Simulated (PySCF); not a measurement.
SMILES CC(=O)[C@@H]1OCC=CS1, C6H8O2S

Cartesian coordinates in Å; atom numbers follow the order of the lines, from 1:
```xyz
17

C    -2.405   -0.936   -0.065
C    -1.950    0.216    0.773
O    -2.656    0.878    1.485
C    -0.451    0.488    0.689
O     0.030    0.290   -0.591
C     1.363    0.727   -0.771
C     2.332    0.143    0.212
C     1.986   -0.490    1.324
S     0.340   -0.709    1.880
H    -3.481   -1.060    0.014
H    -2.111   -0.761   -1.097
H    -1.899   -1.839    0.274
H    -0.217    1.488    1.079
H     1.407    1.829   -0.729
H     1.625    0.416   -1.786
H     3.374    0.262   -0.042
H     2.705   -0.931    1.994
```

Method used: PySCF 2.14.0, GIAO PBE0/pcSseg-1 magnetisability, rotational g tensor and spin-rotation constants, non-relativistic, gas phase. Geometry: GFN2-xTB.

Q: Give the nuclear spin-rotation constants along the inertial axes (H = +C I·J) beside the isotropic shieldings.

A: Rotational constants 2.5380, 1.0896, 0.9032 GHz. A star marks the isotopologue with that one atom substituted, in its own axes.
```tsv
atom	isotope	Caa (kHz)	Cbb (kHz)	Ccc (kHz)	mean (kHz)	σ (ppm)
H10	1H	0.086	-0.132	-0.096	-0.047	29.9
H11	1H	-0.264	0.018	-0.079	-0.108	28.7
H12	1H	-0.220	-0.070	-0.023	-0.104	28.8
H13	1H	-0.197	-0.133	0.056	-0.091	26.5
H14	1H	-0.264	-0.088	0.036	-0.105	27.1
H15	1H	-0.241	-0.001	-0.044	-0.095	27.0
H16	1H	0.241	-0.106	-0.112	0.008	25.9
H17	1H	-0.034	0.013	-0.102	-0.041	25.2
C1	13C*	0.413	0.174	0.124	0.237	160.7
C2	13C*	1.422	0.283	0.422	0.709	-21.1
O3	17O*	-2.281	-0.161	-0.695	-1.046	-343.7
C4	13C*	0.673	0.280	0.205	0.386	96.9
O5	17O*	-0.349	-0.118	-0.023	-0.164	285.5
C6	13C*	0.457	0.281	0.197	0.312	116.4
C7	13C*	1.182	0.344	0.106	0.544	64.7
C8	13C*	1.155	0.371	0.130	0.552	55.2
S9	33S*	0.720	0.393	0.205	0.439	427.6
```
For the geometry as given, no vibrational averaging.
